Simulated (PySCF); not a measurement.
Compound: C₃H₈FNSi.
SMILES: `F[C@@H]1CN[SiH2]C1`

The closed-shell ground state was solved at several levels (PySCF, density fitting, gas phase, non-relativistic). Geometry: PBE0-D3(BJ)/def2-SVP, one conformer, isolated molecule.

| level | basis functions | HOMO (eV) | LUMO (eV) | gap (eV) | dipole (D) |
| --- | --- | --- | --- | --- | --- |
| OPBE/pcSseg-1 | 149 | -5.26 | 0.11 | 5.37 | 1.84 |
| B3LYP/pcSseg-1 | 149 | -6.42 | 0.57 | 6.99 | 1.93 |
| KT3/pcSseg-1 | 149 | -5.39 | -0.13 | 5.26 | 1.80 |
| PBE0/6-31G | 74 | -6.27 | 1.01 | 7.28 | 2.05 |
| HF/pcSseg-1 | 149 | -10.05 | 3.92 | 13.97 | 2.15 |
| LC-wPBE/pcSseg-1 | 149 | -9.43 | 3.01 | 12.44 | 1.99 |
| PBE/pcSseg-1 | 149 | -5.27 | -0.08 | 5.19 | 1.86 |

Problem. What might PBE0/6-31G* (104 basis functions) give for the same quantities?

Solution. HOMO -6.41 eV, LUMO 0.98 eV, gap 7.39 eV, dipole 1.79 D.

Problem. Over all these levels, which gives the widest orbital gap and which the narrowest?

Solution. HF/pcSseg-1 (Hartree–Fock, all exact exchange) has the widest, 13.97 eV, and PBE/pcSseg-1 (GGA) the narrowest, 5.19 eV. The two share the basis. From the narrowest to the widest the HOMO moves by -4.78 eV and the LUMO by +4.00 eV.

Problem. In the pcSseg-1 basis, how does the gap go with the fixed share of exact exchange?

Solution. PBE (0 %) 5.19 eV; KT3 (0 %) 5.26 eV; OPBE (0 %) 5.37 eV; B3LYP (20 %) 6.99 eV; HF (100 %) 13.97 eV. Each rise in the share widens the gap here.

Problem. How far do the dipole and the HOMO energy spread over the levels?

Solution. The dipole runs from 1.79 to 2.15 D (mean 1.93 D) and the HOMO from -10.05 to -5.26 eV.
